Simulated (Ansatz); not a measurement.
Input file for Ansatz (an electronic-structure program): U-B3LYP/cc-pV(T+d)Z on H3NSi (SMILES N[SiH]), a point of a bond scan (R = 0.807 Å). Files ending in .json are basis or fitting sets from the Basis Set Exchange.

Ansatz 0.2 input:
```yaml
crystal:
  periodic: [false, false, false]
  atoms:
    - {symbol: Si, position_ang: [-0.24474767, 0.39103857, 0.50999719]}
    - {symbol: H, position_ang: [-0.58600086, 1.47385990, -0.51531157]}
    - {symbol: N, position_ang: [0.39778231, -0.68955254, -0.65444502]}
    - {symbol: H, position_ang: [0.45006622, -0.56062491, -1.44963646]}
    - {symbol: H, position_ang: [0.76485489, -1.59313906, -0.39509969]}
basis:
  gaussian:
    orbitals: cc-pV_T+d_Z.json
hamiltonian:
  xc: {name: B3LYP}
magnetization: {spin_polarized: true, initial_magnetization: 0}
```

Program output:

```
WARN ansatz: RAYON_NUM_THREADS=1 ignored (pool sized by the plan → 1); use --threads N
Functional definition: B3LYP
integrals: 0.03 GiB planned
672 factors; their error is unknown
mean field: 0.36 GiB planned
mean field evaluation 1: about -9407.2806 eV, gradient 4.9e1 eV
mean field evaluation 2: about -9376.0295 eV, gradient 8.4e1 eV
mean field evaluation 4: about -9416.0913 eV, gradient 3.1e0 eV
mean field evaluation 8: about -9416.1801 eV, gradient 3.5e-2 eV
mean field evaluation 16: about -9414.8634 eV, gradient 5.2e0 eV
mean field -9416.18008326 eV, -346.0382355436 hartree, gradient 1.2e-5 eV, S^2 0.000000; 1 other end points of the search recorded, 0 dependent functions left out
reference -9416.18027186 eV, -346.0382424748 hartree; 12, 12 occupied and 99, 99 virtual orbitals, 672 factors
Total energy: -9416.18027186 eV, -346.0382424748 hartree
```

Self-consistency was reached.

Cost: about 2.1 core-seconds (a rough figure).
